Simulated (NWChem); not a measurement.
A series in which one site is exchanged, each optimised at PBE0/def2-SVP with NWChem, gas phase unless a solvent is named. Low-valent species are run as closed-shell singlets; no triplet was tried in these runs. Some are not confirmed as minima by frequencies. def2 effective core potentials on Pb; no spin-orbit coupling.

A: [F][Pb][Cl] (PbClF; site = F)
B: [Cl][Pb][Cl] (PbCl₂; site = Cl)
C: [Cl][Pb][Br] (PbBrCl; site = Br)
D: [Cl][PbH] (PbHCl; site = H)

Values for A:

dipole (D), PBE0/def2-SVP: 4.64
vertical ionisation energy, ΔSCF, PBE0/def2-SVP (eV): 10.52
static polarisability, PBE0/def2-SVPD (bohr³): 54.5
lowest singlet excitation, PBE0/def2-SVPD, TDA (eV): 4.20

**Question.** How do these values change for the other members?

**Answer.** 
```tsv
change from A	B	C	D
dipole (D), PBE0/def2-SVP	-0.16	-0.25	-0.93
vertical ionisation energy, ΔSCF, PBE0/def2-SVP (eV)	-0.38	-0.63	-1.33
static polarisability, PBE0/def2-SVPD (bohr³)	+17.5	+27.4	+6.2
lowest singlet excitation, PBE0/def2-SVPD, TDA (eV)	-0.32	-0.67	-1.40
```
